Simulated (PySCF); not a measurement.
C₃H₂F₃O₂ (charge -1).
Numbering: `[O:1]=[C:2]([O-:3])[C@H:4]([F:5])[CH:6]([F:7])[F:8]` (hydrogens: H9 on C4; H10 on C6)

Computed geometry: GFN2-xTB, gas phase.

Problem. Give the optimised bond lengths and angles.

Solution. 
| bond | length (Å) |
| --- | --- |
| O1=C2 | 1.222 |
| C2–O3 | 1.225 |
| C2–C4 | 1.653 |
| C4–F5 | 1.391 |
| C4–C6 | 1.508 |
| C6–F7 | 1.377 |
| C6–F8 | 1.357 |
| C4–H9 | 1.094 |
| C6–H10 | 1.099 |

A selection of angles:
| angle | degrees |
| --- | --- |
| O1–C2–O3 | 133.2 |
| O1–C2–C4 | 113.7 |
| O3–C2–C4 | 113.1 |
| C2–C4–F5 | 110.0 |
| C2–C4–C6 | 108.1 |
| F5–C4–C6 | 107.7 |
| C4–C6–F7 | 113.6 |
| C4–C6–F8 | 111.1 |
| F7–C6–F8 | 104.3 |

Dihedral angles: O1–C2–C4–F5 -107° (anticlinal); C2–C4–C6–F7 174° (antiperiplanar).

The 2 C–C bonds span 1.508 Å (C4–C6, drawn single) to 1.653 Å (C2–C4, drawn single), a spread of 0.145 Å. Of the pairs four or more bonds apart, O3···H10 is among the closest relative to their van der Waals radii: 2.44 Å, 90 % of the sum of Bondi's values. The 3 C–F bonds span 1.357 Å (C6–F8, drawn single) to 1.391 Å (C4–F5, drawn single), a spread of 0.034 Å. C2 (carboxylate carbon) is planar (angles 133.2°, 113.7° and 113.1°, sum 360.0°, 0.01 Å off the plane of its three neighbours).

Point group: C1 (no symmetry element, even within 0.4 Å). Whether it is a minimum is left open (no frequencies).

One conformer stands for the species.
